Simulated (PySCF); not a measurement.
Simulated C 1s region for `[SiH3]OB1C=CC=CC=C1`, binding energy against the vacuum level.

Every computed line was given a Gaussian of 0.7 eV full width at half maximum and an area set by the number of equivalent atoms; the highest printed point is 100. Method: PySCF 2.14.0, delta-SCF UKS SCAN, pcX-2 on the ionised atom, pcseg-1 elsewhere, spin-free X2C.

```csv
binding energy (eV),intensity
288.4,0
288.5,0
288.6,1
288.7,3
288.8,6
288.9,11
289.0,19
289.1,30
289.2,40
289.3,49
289.4,53
289.5,52
289.6,47
289.7,40
289.8,36
289.9,37
290.0,45
290.1,59
290.2,76
290.3,91
290.4,100
290.5,99
290.6,89
290.7,72
290.8,53
290.9,35
291.0,21
291.1,11
291.2,5
291.3,2
291.4,1
291.5,0
```

Problem. How many maxima does the curve show, and how many computed lines lie under it?

Solution. The curve has 2 maxima (at 289.4 and 290.4 eV). Under it lie 3 lines from 3 inequivalent carbon sites. At this width some lines have no maximum of their own.

Problem. Decompose the envelope and assign each component. Numbering: `[SiH3:1][O:2][B:3]1[CH:4]=[CH:5][CH:6]=[CH:7][CH:8]=[CH:9]1`.

Solution. 
| position (eV) | relative area | line | atoms | environment |
| --- | --- | --- | --- | --- |
| 289.42 | 2 | C 1s | C4/C9 | unsaturated ring CH carbon |
| 290.35 | 2 | C 1s | C6/C7 | unsaturated ring CH carbon |
| 290.54 | 2 | C 1s | C5/C8 | unsaturated ring CH carbon |

Problem. What are the centre and the root-mean-square width of the whole band?

Solution. The area-weighted mean of the lines is 290.10 eV. Their own spread about it is 0.49 eV (rms) and each Gaussian has σ = 0.7/2.355 = 0.30 eV; the variances add, which gives 0.57 eV.

Lowest listed C 1s: C4/C9, bonded to C (double bond), H and B. Highest, 1.12 eV above it: C5/C8, bonded to C (double bond), C and H. The widest gap between neighbouring values is 0.93 eV, between 289.42 and 290.35 eV.

The curve has no shake-up lines and no vibrational structure. One atom of each set of topologically equivalent atoms was ionised and stands for the set; in this conformer not all members are related by symmetry, and their own values weren't computed. The unrestricted hole states depart most from a pure doublet (⟨S²⟩ = 0.75; over 0.85 named) for C 1s of C5/C8 (0.91) and C 1s of C6/C7 (0.87), which makes these values less certain. The structure is a single PBE0-D3(BJ)/def2-SVP conformer in the gas phase; no vibrational or solvent corrections.

Shape of the structure used: `[SiH3:1][O:2][B:3]1[CH:4]=[CH:5][CH:6]=[CH:7][CH:8]=[CH:9]1`: Si1–O2–B3–C4 3°.
